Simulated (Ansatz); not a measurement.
`FCOC[SiH3]` + `[OH][Ga]([OH])[SH]` → `[OH][Ga]([SH])[O][SiH3]` + `COCF`  (ligand exchange at the Si–C bond)

Gas-phase electronic energies from Ansatz, PBE0-D4/def2-TZVP geometries. CBS: MP2 limit from def2 TZ/QZ plus the TZ coupled-cluster correction, frozen cores. DFT in def2-TZVPP. For Ga outer-core shells are correlated without core-valence functions, which leaves a few kJ/mol of doubt a bond. Scalar relativity is left out up to krypton. One conformer a species, not always the lowest.

```
         level  ΔE (eV)
           PBE    -1.08
MP2/def2-QZVPP    -1.30
```

(1) What does CCSD(T)/CBS give? (An estimate is asked.)

Largest T1 diagnostic among the species: 0.014.

## Answers

(1) Computed: -1.26 eV. The listed levels differ from it by 0.18, -0.04 eV.

From PBE to PBE0 (25 % exact exchange), in def2-TZVPP and without D4, ΔE moves by −0.09 eV. In def2-TZVPP, CCSD(T) changes the Hartree–Fock value by +0.26 eV (the triples alone add +0.04 eV) and MP2 by +0.23 eV.
